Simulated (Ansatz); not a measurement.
`O[SiH2]I` + NH₃ → `N[SiH2]I` + H₂O at 600 K and 1 bar (ligand exchange at the Si–O bond).

Gas-phase electronic energies from Ansatz, PBE0-D4/def2-TZVP geometries. CBS: MP2 limit from def2 TZ/QZ plus the TZ coupled-cluster correction, frozen cores. This one scheme is used for every species. def2 core potentials past Kr. For I outer-core shells are correlated without core-valence functions, which leaves a few kJ/mol of doubt a bond. One conformer a species, not always the lowest.

| species | CCSD(T)/CBS energy (Eh) | H − E (kJ/mol) | S (J/(mol·K)) |
| --- | --- | --- | --- |
| `O[SiH2]I` | -663.58059 | 125.2 | 368.6 |
| NH₃ | -56.50880 | 112.4 | 219.5 |
| `N[SiH2]I` | -643.69654 | 160.5 | 379.4 |
| H₂O | -76.37941 | 76.8 | 212.8 |

H − E and S are ideal-gas, rigid-rotor, harmonic terms from PBE0-D4/def2-TZVP, for one conformer and one mirror image of each species. 1 Eh = 2625.50 kJ/mol, R = 8.31446 J/(mol·K).

Problem. By hand: ΔE, ΔH, ΔS and ΔG.

Solution. ΔE = (-643.69654) + (-76.37941) − (-663.58059) − (-56.50880) = 0.01344 Eh = 35.3 kJ/mol. Δ(H − E) = 160.5 + 76.8 − 125.2 − 112.4 = -0.3, so ΔH = 35.0 kJ/mol. ΔS = 379.4 + 212.8 − 368.6 − 219.5 = 4.1 J/(mol·K). ΔG = 35.0 − 600 × (4.1)/1000 = 32.5 kJ/mol.

Problem. By hand: the equilibrium constant, and the temperature at which ΔG would vanish if ΔH and ΔS stayed fixed.

Solution. log₁₀ K = −ΔG/(RT ln 10) = -2.8. ΔG = 0 at ΔH/ΔS = 8537 K, far beyond where these terms or the molecules hold.

The number of gas molecules stays the same, so ΔS is small and ΔH decides. A doubt of 5 kJ/mol in ΔE shifts log₁₀ K by 0.4 here. Other conformers and mirror images would add mixing entropy, several J/(mol·K) or more a flexible species. These are equilibria of isolated gas molecules and say nothing of rates. Largest T1 diagnostic: 0.009 (customary marks: 0.02 for closed shells, 0.045 for open ones).
